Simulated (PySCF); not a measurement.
3-methyl-2(5H)-furanone, C₅H₆O₂.
SMILES with atom numbers: `[CH3:1][C:2]1=[CH:3][CH2:4][O:5][C:6]1=[O:7]`

NICS = −σ at a ghost point: NICS(0) at the centroid of the ring atoms, NICS(1) 1 Å to either side along the normal of their mean plane, zz for the tensor component along that normal. Level: GIAO PBE0/pcSseg-1 (PySCF, non-relativistic, gas phase) on the GFN2-xTB geometry, one conformer.

Ring bond lengths (Å), with Mayer bond orders in brackets: C2–C3 1.332 (1.75), C3–C4 1.494 (1.05), C4–O5 1.413 (0.92), O5–C6 1.355 (1.05), C6–C2 1.489 (1.00).

Give the NICS values of each ring in ppm.

```
          ring                                                     type  NICS(0)  NICS(1), two faces  NICS(1)zz, two faces  rms pucker (Å)  centre to ring atoms, mean (Å)
C2–C3–C4–O5–C6  5-membered ring with O; formal bonds 1 double, 4 single     -4.4         -4.7 / -4.7           -8.0 / -8.0            0.00                            1.21
```

What do they say, and how far can they be read as aromaticity?

- C2–C3–C4–O5–C6: mean NICS(1)zz -8.0 ppm, shielded. C4 has four or more neighbours; no verdict on aromaticity is drawn.

Give the inner angles of the rings and the Hirshfeld charges of the ring atoms.

- C2–C3–C4–O5–C6: C2 107.3° (-0.005 e), C3 109.4° (-0.041 e), C4 105.0° (+0.010 e), O5 110.2° (-0.112 e), C6 108.1° (+0.189 e); sum 540.0° against 540° for a flat convex ring.
